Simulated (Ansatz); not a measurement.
The cluster Mg3Si⁻. The state is a doublet with charge -1. Geometry r2SCAN-D4/def2-TZVP, that of the neutral singlet; atoms count from 1.

```xyz
4

Mg   -1.505    1.280    1.573
Mg    0.969   -0.910   -2.267
Mg    0.969   -0.657    1.210
Si   -0.432    0.286   -0.516
```

The charge -1 doublet is spin-contaminated (final ⟨S²⟩ up to 1.12, 0.75 for a pure state). The structure comes from a short search, and lower isomers may exist.

(1) Estimate the Mulliken populations from the PBE0/def2-TZVPD orbitals of Ansatz.

(2) Where does the spin sit?

(3) And the Mayer bond orders between bonded heavy atoms (over 0.3)?

Results:

(1) 
```csv
atom,charge (e),spin (α − β)
Mg1,-0.38,-0.35
Mg2,-0.38,0.45
Mg3,-0.11,0.48
Si4,-0.14,0.42
```
Mulliken values and Mayer orders depend strongly on the basis. With diffuse functions, as here, like atoms can get unlike values, and bond orders can come out too low or too high.

(2) Summed by element: Mg 0.58, Si 0.42, of 1 unpaired in all. Largest on single atoms: Mg3 0.48, Mg2 0.45, Si4 0.42.

(3) Mg1–Mg3 0.55 (3.16 Å); Mg1–Si4 1.05 (2.55 Å); Mg2–Si4 1.10 (2.54 Å); Mg3–Si4 1.03 (2.42 Å). Values over 0.3 also appear between atoms too far apart for a bond (Mg1–Mg2 0.31 at 5.07 Å; Mg2–Mg3 0.39 at 3.49 Å); they arise where an orbital or an unpaired electron spreads over both atoms.
